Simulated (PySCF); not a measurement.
Species: C6H5F5.
InChI=1S/C6H5F5/c1-3-4(2)5(7,8)6(9,10)11/h3H,1-2H2

Torsions of this conformer, `[CH2:1]=[CH:2][C:3](=[CH2:4])[C:5]([F:6])([F:7])[C:8]([F:9])([F:10])[F:11]`: C1–C2–C3–C4 180°, C2–C3–C5–F6 40°, C3–C5–C8–F9 -60°.

The closed-shell ground state was solved at several levels (PySCF, density fitting, gas phase, non-relativistic). One conformer (not necessarily the lowest) at the PBE0-D3(BJ)/def2-SVP geometry, without solvent, vibrations or thermal averaging.

```
            level  basis functions  HOMO (eV)  LUMO (eV)  gap (eV)  dipole (D)
wB97X-D/def2-SVPD              275      -9.20       0.15      9.35        2.42
    PBE0/pcSseg-1              212      -7.39      -1.55      5.84        2.29
 wB97X-D/pcSseg-2              466      -9.16       0.15      9.31        2.37
```

Estimate the row for B3LYP/pcJ-1, a basis of 347 functions; the other rows only guide the guess.

HOMO -7.16 eV, LUMO -1.73 eV, gap 5.43 eV, dipole 2.29 D.

Over all these levels, which gives the widest orbital gap and which the narrowest?

wB97X-D/def2-SVPD (range-separated hybrid) has the widest, 9.35 eV, and B3LYP/pcJ-1 (global hybrid, 20 % exact exchange) the narrowest, 5.43 eV. Functional and basis both differ between the two, so the spread mixes both effects.

How far do the dipole and the HOMO energy spread over the levels?

The dipole runs from 2.29 to 2.42 D (mean 2.34 D) and the HOMO from -9.20 to -7.16 eV.
